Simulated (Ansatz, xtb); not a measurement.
# Relative energy of two conformers of H4Se2Si

Structure a is `[SeH][SiH2][SeH]`, a singlet and structure b is `[SeH][SiH2][SeH]`, a singlet. Both are isolated molecules in the gas phase, relaxed with PBE0-D4/def2-SVP.

a (Å):

```xyz
7

Se   -1.9308   -0.2713    0.3879
Se    1.7254   -0.8327   -0.6075
Si    0.1423    0.6408    0.1173
H    -1.9805   -0.7634   -0.9980
H     0.1679    1.7156   -0.9155
H     0.4534    1.2043    1.4621
H     1.4836   -1.7614    0.5080
```

b (Å):

```xyz
7

Se    1.4109    0.5212   -1.7706
Se    2.4276    0.8803    1.7705
Si    2.5391    1.8425   -0.2995
H     0.1480    0.6401   -1.0239
H     3.9223    1.8945   -0.8543
H     1.9862    3.2258   -0.2109
H     2.6664    2.1587    2.4628
```

Energies in hartree; the thermal terms are from PBE0-D4/def2-SVP harmonic frequencies (ideal gas, rigid rotor, one conformer each, 298.15 K, 1 atm) and include the zero-point energy:

|  | a | b |
| --- | --- | --- |
| E, CCSD(T)/def2-SVP | −5090.933902 | −5090.932428 |
| E, MP2/def2-SVP | −5090.889659 | −5090.888098 |
| E, MP2/def2-TZVPP | −5091.691345 | −5091.690208 |
| zero-point energy | 0.034044 | 0.033888 |
| H(298 K) − E | 0.041057 | 0.040977 |
| G(298 K) − E | 0.002891 | 0.001809 |

Task: Correct the CCSD(T) difference for the basis set by the MP2 change, then work out ΔE, ΔE₀, ΔH and ΔG for a → b in kcal/mol (1 Eh = 627.51 kcal/mol) and the equilibrium ratio [b]/[a].

Result: 1. Differences b − a: CCSD(T) +0.001474, MP2 in the small set +0.001561, MP2 in the large set +0.001137 Eh.
2. ΔE = +0.001474 + (+0.001137 − (+0.001561)) = +0.001050 Eh = +0.66 kcal/mol.
3. ΔE₀ = ΔE + ΔZPE = +0.001050 + (−0.000156) Eh = +0.56 kcal/mol.
4. ΔH = ΔE + (−0.000080) Eh = +0.61 kcal/mol.
5. ΔG = ΔE + (−0.001082) Eh = −0.02 kcal/mol, so ΔS = (ΔH − ΔG)/T = +8.8 J/(mol K).
6. kT = 0.9442 mEh, so K = [b]/[a] = exp(−ΔG/kT) = exp(+0.03) ≈ 1.

The two are too close for this level to say which is favoured. An error of 1 kcal/mol in ΔG would change K by a factor of 5.4. Mirror images and further conformers aren't counted.

Other levels gave ΔE = +1.0 (PBE0-D4/def2-SVP); +0.8 (HF/def2-SVP); +1.0 (MP2/def2-SVP); +0.9 (CCSD(T)/def2-SVP) kcal/mol. The correlated steps freeze 23 core orbitals; the filled d shell of Se is correlated, in a basis made for valence electrons. Programs: Ansatz 0.2.0.
